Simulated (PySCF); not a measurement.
Si(GeH3)3(H), SMILES [GeH3][SiH]([GeH3])[GeH3] at its PBE0/def2-SVP optimised geometry (Å):

```
14

Si     0.2807     0.7755     0.0000
Ge    -2.1074     0.7755     0.0000
Ge     1.1111    -1.4634    -0.0326
Ge     1.1110     1.9407     1.9121
H      0.7586     1.4805    -1.2340
H     -2.6325     0.0562     1.2576
H     -2.6516     2.2172     0.0000
H     -2.6518     0.0447    -1.2426
H      0.5968    -2.2168    -1.2745
H      2.6518    -1.4721    -0.0556
H      0.6380    -2.2172     1.2254
H      0.6379     1.2400     3.2004
H      0.5968     3.3932     1.9300
H      2.6518     1.9649     1.9079
```

Method: PBE0/def2-TZVP in PySCF.

Map of the electrostatic potential (hartree/e), clipped to [-0.08, 0.12] on the plane z = 0.8 Å:

```
|000000000000000000000000000|
|000000000000000000000000000|
|000000000000000000000000000|
|000000000000000100000000000|
|000000000000011222110000000|
|000000100000123455320000000|
|000001321111246999631000000|
|000013553323479999941000000|
|000014799755799999942100000|
|000127999998999999941000000|
|000149999999999999631000000|
|000259999999999999521000000|
|000159999999999997421000000|
|000139999998999996421000000|
|000026999755799999631000000|
|000002333333489999952100000|
|000000011122499999974200000|
|000000000112499999984210000|
|000000000011399999963100000|
|000000000001279999831000000|
|000000000000139986310000000|
|000000000000012322100000000|
|000000000000000000000000000|
|000000000000000000000000000|
|000000000000000000000000000|
|000000000000000000000000000|
|000000000000000000000000000|
```
Scale: ten equal steps from -0.001 (start of '0') to 0.120 (end of '9'), in the order '0123456789'; x runs from -5.00 to 5.00, y from -5.00 (bottom) to 5.00 (top).
